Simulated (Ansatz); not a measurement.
Two members of one family (Series [WOX4]), computed with Ansatz in the gas phase; def2 core potentials for W, no spin–orbit coupling. The two geometries come from different levels. HOMO and LUMO are taken over both spins. The spins of the ions were chosen, not always searched. A dash marks a value that wasn't run or was left out as unsound. The structures are stationary points that may keep the symmetry of their start. Remarks come from the PBE and PBE0 runs and from stability tests at other levels; not every state was tested. A HOMO above zero means that the electron is unbound at that level and held by the basis, or that self-interaction error raises the level; the energy of removing that electron tells which.

First: [WOCl4]- (doublet, charge -1, PBE-D4/def2-SVPD geometry; oxidised ion singlet).

Cartesian coordinates in Å:
```
W 0.128 0.040 -0.046
O 1.662 0.529 -0.599
Cl -0.748 1.914 1.151
Cl 0.505 -0.938 2.102
Cl -0.154 -2.200 -0.826
Cl -1.394 0.656 -1.782
```

```json
{"level": "PBE-D4/def2-SVPD", "HOMO (eV)": "-0.98", "vertical IE (eV)": "–"}
{"level": "PBE-D4/def2-TZVPD", "HOMO (eV)": "-0.83", "vertical IE (eV)": "3.45"}
{"level": "r2SCAN-D4/def2-TZVPD", "HOMO (eV)": "-1.28", "vertical IE (eV)": "–"}
{"level": "PBE0-D4/def2-SVPD", "HOMO (eV)": "-2.63", "vertical IE (eV)": "–"}
{"level": "PBE0-D4/def2-TZVPD", "HOMO (eV)": "-2.44", "vertical IE (eV)": "4.03"}
```

Metal–donor distances: 1 × O 1.70 Å, 4 × Cl 2.39 Å.

Second: [WOF4]- (doublet, charge -1, r2SCAN-D4/def2-SVPD geometry; oxidised ion singlet).

```
atom    x (Å)    y (Å)    z (Å)
  W1  -0.0790   0.0404   0.0880
  O2  -1.1581   0.5891   1.2958
  F3   1.6749  -0.2003   0.8925
  F4   0.7369   1.5898  -0.7569
  F5  -1.0551  -0.1151  -1.5859
  F6  -0.1196  -1.9039   0.0664
```

Q: What does the change do? Estimate second minus first.

A: 
```tsv
level	Δ HOMO (eV)	Δ vertical IE (eV)
PBE-D4/def2-SVPD	1.87	–
PBE-D4/def2-TZVPD	1.89	-1.04
r2SCAN-D4/def2-TZVPD	1.89	–
PBE0-D4/def2-SVPD	1.60	–
PBE0-D4/def2-TZVPD	1.61	-0.96
```

Metal–donor distances: 1 × O 1.71 Å, 4 × F 1.94 Å. Remarks: HOMO above zero at PBE or PBE0.
